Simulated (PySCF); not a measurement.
# Spin states of GeN⁺

Unrestricted PBE0; Ge 6-31G(d,p), N 6-31G(d,p); no relativity (PySCF 2.14). Outer shells of the fragments: Ge+ 3d10 4s2 4p1; N 2s2 2p3.

Followed along the bond (rough minima from three points):

```csv
2Ms+1,unpaired,⟨S²⟩ at the start,R at minimum (Å),Te (eV)
3,π ↑↑,2.01,1.92,0.00
3,"σ ↑, π ↑",2.13,1.80,0.41
1,π ↑↓,1.00,1.92,0.51
1,"σ ↓, π ↑",1.02,1.78,0.87
5,"σ ↑, π ↑↑↑",6.01,none in the scan,≤ 1.93
```

Solutions found at the starting distance of 1.915 Å, counted from the lowest of them; the search is not exhaustive and high or unbound solutions are not listed, so other states can lie among these:

```tsv
2Ms+1	unpaired	term	E (eV)	⟨S²⟩	⟨Lz²⟩	μ (D)
3	π ↑↑	³Σ⁻	0.00	2.01	0.00	-1.41
1	π ↑↓	mixed	0.51	1.00	2.01	-1.31
3	σ ↑, π ↑	³Π	0.54	2.13	1.01	-1.52
1	σ ↓, π ↑	mixed	1.06	1.02	1.03	-1.92
1	none	mixed	1.95	0.00	2.00	-0.98
5	σ ↑, π ↑↑↑	⁵Π	2.31	6.01	1.00	0.57
```

A term symbol is given only where ⟨S²⟩ and ⟨Lz²⟩ are close to those of a pure state; real π, δ and φ orbitals otherwise mix terms. A positive dipole points towards N; it is taken about the centre of mass and depends on that origin.

Task: Compare the gap between the two lowest followed solutions at the starting distance with the gap between their minima.

Result: At PBE0 the second solution (triplet, unpaired electrons σ ↑, π ↑) lies +0.54 eV from the first (triplet, unpaired electrons π ↑↑) at 1.915 Å and +0.41 eV at the minima; the two curves relax by different amounts, since their minima lie near 1.80 and 1.92 Å.

Spin–orbit coupling is left out.
